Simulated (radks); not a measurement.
Charge is removed step by step from the 2s up level of B2+, starting from [He] 2s(up 1, down 0). Method: scalar-relativistic Kohn-Sham, PBE, spin-polarised, spherical densities, finite nucleus; Fermi nuclear charge, rms radius 2.406 fm; computed with a radial shooting solver on a logarithmic mesh with Libxc functionals.

\begin{tabular}{lrr}
removed (e) & E - E(0) (eV) & eigenvalue (eV) \\ \hline
0 & 0.000 & -32.666 \\
0.125 & 4.176 & -34.148 \\
0.25 & 8.536 & -35.613 \\
0.375 & 13.078 & -37.052 \\
0.5 & 17.798 & -38.452 \\
0.625 & 22.689 & -39.802 \\
0.75 & 27.746 & -41.093 \\
0.875 & 32.960 & -42.330 \\
\end{tabular}

The mean slope of the eigenvalue, de/dn, is 11.0 eV per electron.
